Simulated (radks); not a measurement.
Neutral barium: order these configurations by energy. Method: scalar-relativistic Kohn-Sham, PBE, spin-polarised, spherical densities, finite nucleus; Fermi nuclear charge, rms radius of each element as measured or else 0.836 A^(1/3) + 0.57 fm; computed with a radial shooting solver on a logarithmic mesh with Libxc functionals. Open shells are filled with parallel spins first. [Xe] 4f1 6s1; [Xe] 5d1 6s1; [Xe] 6s1 6p1; [Xe] 6s2.

Answer. From the lowest, in eV above it: [Xe] 6s2 0.000; [Xe] 5d1 6s1 0.922; [Xe] 6s1 6p1 1.620; [Xe] 4f1 6s1 3.960.
